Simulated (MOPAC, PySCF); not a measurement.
C₂H₇B, SMILES `BCC`, neutral singlet in the gas phase. 

Cartesian coordinates (Å):
SMILES: BCC
```xyz
10

B      1.4397     0.0262     0.2823
C      0.0995    -0.3730    -0.3939
C     -1.1860     0.2928     0.1021
H      2.4626    -0.4545    -0.1054
H      1.4856     0.7994     1.1931
H      0.2211    -0.2318    -1.4784
H      0.0277    -1.4693    -0.3067
H     -1.3388     0.1051     1.1668
H     -2.0685    -0.0706    -0.4286
H     -1.1428     1.3757    -0.0312
```
Charge 0, spin multiplicity 1.

All levels are single points at this geometry (B3LYP-D3(BJ)/def2-TZVP); Pople sets use spherical d functions. Orbital energies aren't observables, and empty levels follow the basis.

```
level                            HOMO (eV)  LUMO (eV)  gap (eV)  dipole (D)  vertical IE, Delta-SCF (eV)
-------------------------------  ---------  ---------  --------  ----------  ---------------------------
B3LYP-D3(BJ)/def2-TZVP in PySCF      -8.62      -1.51      7.11        0.67                            –
B3LYP/3-21G in PySCF                 -8.48      -1.20      7.28        0.70                            –
B3LYP/6-311+G** in PySCF             -8.64      -1.54      7.10        0.64                            –
B3LYP/6-31G* in PySCF                -8.41      -1.06      7.35        0.67                        11.05
BP86/6-31G* in PySCF                 -7.31      -1.98      5.33        0.77                            –
M06-2X/6-31G* in PySCF               -9.96       0.11     10.07        0.60                            –
PBE/6-31G* in PySCF                  -7.19      -1.91      5.28        0.77                            –
SVWN5/6-31G* in PySCF                -7.21      -2.17      5.04        0.83                            –
HF/3-21G in PySCF                   -12.18       2.82     15.00        0.52                            –
HF/6-31G* in PySCF                  -12.18       3.04     15.22        0.48                        10.73
AM1 in MOPAC                        -11.07       1.68     12.75        0.54                            –
PM3 in MOPAC                        -11.87       0.55     12.42        0.87                            –
PM7 in MOPAC                        -11.00      -0.27     10.74        0.40                            –
```
